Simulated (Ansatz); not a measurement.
Isolated molecules relaxed with PBE0-D4/def2-TZVP in Ansatz; ΔE leaves out vibrations. CCSD(T)/CBS adds triple-zeta CCSD(T) − MP2 to the extrapolated MP2 energy (def2 sets, frozen cores). Functionals use def2-TZVPP. HSE06 is defined as in plane-wave codes. def2 core potentials past Kr. For Sn outer-core shells are correlated without core-valence functions, which leaves a few kJ/mol of doubt a bond. Each species was taken in one conformer, which may not be the lowest.

`[OH][SnH2][O][SiH3]` + `[SiH3]SCS` → `[SiH3][SiH2]SCS` + `[OH][SnH2][OH]`  (formal exchange of groups at the Si–O bond)

Question: Is it downhill or uphill in electronic energy at CCSD(T)/CBS, and by how much? (An estimate is asked.)

Answer: The calculation gave: Uphill: ΔE = +99.1 kJ/mol.

Question: What do these levels give: PBE-D4, CAM-B3LYP-D4, PBE, PBE0, HSE06, CAM-B3LYP, RPA@PBE/def2-TZVPP, CCSD(T)/def2-SVP, MP2/def2-TZVPP, SCS-MP2/def2-TZVPP, CCSD(T)/def2-TZVPP, MP2/def2-QZVPP? (Estimate.)

Answer: Ansatz gave: PBE-D4 68.4, CAM-B3LYP-D4 104.6, PBE 72.4, PBE0 82.3, HSE06 82.2, CAM-B3LYP 108.7, RPA@PBE/def2-TZVPP 103.4, CCSD(T)/def2-SVP 99.4, MP2/def2-TZVPP 106.0, SCS-MP2/def2-TZVPP 112.8, CCSD(T)/def2-TZVPP 100.6, MP2/def2-QZVPP 106.1 kJ/mol.

Question: What do rigid-rotor, harmonic-oscillator terms from PBE0-D4/def2-TZVP frequencies (298.15 K, 1 bar) make of the CCSD(T)/CBS value? (Best estimate.)

Answer: Computed: ΔZPE = +3.0 kJ/mol, ΔH = +102.5 kJ/mol, ΔS = -20 J/(mol·K), ΔG = +108.5 kJ/mol. Modes under 50 cm⁻¹ make the entropy rough.

Largest T1 diagnostic among the species: 0.014.

In def2-TZVPP, CCSD(T) changes the Hartree–Fock value by −33.9 kJ/mol (the triples alone add −5.0 kJ/mol) and MP2 by −28.5 kJ/mol. From BLYP to BHLYP (50 % exact exchange), in def2-TZVPP and without D4, ΔE moves by +19.0 kJ/mol.
